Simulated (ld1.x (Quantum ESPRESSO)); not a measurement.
**Zr (Z = 40): TM semilocal pseudisation with LDA (PZ), scalar-relativistic reference atom.**

```
Element                 : Zr
Generator               : ld1.x (Quantum ESPRESSO) 7.5
Type                    : norm-conserving Troullier–Martins (semilocal form)
Functional              : LDA (PZ)
Relativity              : scalar-relativistic
Frozen core             : [Ar] 3d10
Valence charge          : 12
Reference configuration : 4s2 4p6 4d2 5s2 5p0
Partial waves           : 4s (bound): rc 2.10 bohr; 4p (bound): rc 1.25 bohr; 4d (bound): rc 1.95 bohr; 4f channel at -0.05 Ry: rc 1.65 bohr
Local potential         : the f channel
Core correction         : Bessel-smoothed model core, default radius (core density twice the valence density)
```

Occupied shells without a wave of their own: 5s. They enter only through the test configuration that unscreens the potential, and ld1.x also counts them in the model core charge.

Calculated quality:

```
Cutoffs needed           : 55 Ry and 110 Ry (the cutoffs (Ry, on a coarse ladder) from which the occupation-weighted sum of valence levels, in a spherical-Bessel basis at the reference potential, stays within 10 and 1 mRy of its value at 400 Ry)
Ghost test               : no extra level below or beside the all-electron valence levels (s, p, d, f tested); the semilocal form is local in each channel, so this says nothing of the separable form that plane-wave codes build from it (spherical-Bessel basis up to 400 Ry, 20 bohr box)
Largest excitation error : -7588 meV (all-electron minus pseudo) for 4s2 4p6 4d1 5s0 5p0, out of 7 test configurations
```

The potential misses its own reference levels by up to 1.4 eV, so it is not fit for use. ld1.x takes every shell without a wave as core, so the model core holds the 5s electrons as well and exchange and correlation see them twice. This cancels in the reference configuration, but the file is broken for other ones, and its errors say nothing about a proper core correction.

Generation and tests took about 3.6 s on one core of a shared server CPU.
